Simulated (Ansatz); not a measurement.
`S[S][GeH3]` + `CNBF` → `C[N]([GeH3])BF` + `SS` at 400 K and 1 bar (ligand exchange at a Ge–S bond).

Computed with Ansatz on PBE0-D4/def2-TZVP structures; ΔE is electronic, products minus reactants. CCSD(T)/CBS adds triple-zeta CCSD(T) − MP2 to the extrapolated MP2 energy (def2 sets, frozen cores). This one scheme is used for every species. For Ge outer-core shells are correlated without core-valence functions, which leaves a few kJ/mol of doubt a bond. Scalar relativity is left out up to krypton. Each species was taken in one conformer, which may not be the lowest.

| species | CCSD(T)/CBS energy (Eh) | H − E (kJ/mol) | S (J/(mol·K)) |
| --- | --- | --- | --- |
| `S[S][GeH3]` | -2874.07545 | 117.9 | 355.7 |
| `CNBF` | -220.44549 | 210.7 | 315.1 |
| `C[N]([GeH3])BF` | -2297.75856 | 255.7 | 397.6 |
| `SS` | -796.74576 | 65.3 | 266.1 |

H − E and S are ideal-gas, rigid-rotor, harmonic terms from PBE0-D4/def2-TZVP, for one conformer and one mirror image of each species. 1 Eh = 2625.50 kJ/mol, R = 8.31446 J/(mol·K).

Q: By hand: ΔE, ΔH, ΔS and ΔG.

A: ΔE = (-2297.75856) + (-796.74576) − (-2874.07545) − (-220.44549) = 0.01662 Eh = 43.6 kJ/mol. Δ(H − E) = 255.7 + 65.3 − 117.9 − 210.7 = -7.6, so ΔH = 36.0 kJ/mol. ΔS = 397.6 + 266.1 − 355.7 − 315.1 = -7.1 J/(mol·K). ΔG = 36.0 − 400 × (-7.1)/1000 = 38.8 kJ/mol.

Q: By hand: the equilibrium constant, and the temperature at which ΔG would vanish if ΔH and ΔS stayed fixed.

A: log₁₀ K = −ΔG/(RT ln 10) = -5.1. ΔH and −TΔS have one sign here, so there is no such temperature.

The number of gas molecules stays the same, so ΔS is small and ΔH decides. A doubt of 5 kJ/mol in ΔE shifts log₁₀ K by 0.7 here. Other conformers and mirror images would add mixing entropy, several J/(mol·K) or more a flexible species. Modes under 60 cm⁻¹, often nearly free rotors, make the harmonic entropy too high. These are equilibria of isolated gas molecules and say nothing of rates. Largest T1 diagnostic: 0.012 (customary marks: 0.02 for closed shells, 0.045 for open ones).

ΔS is within the doubt of such terms, so its sign, and with it that verdict, could turn.
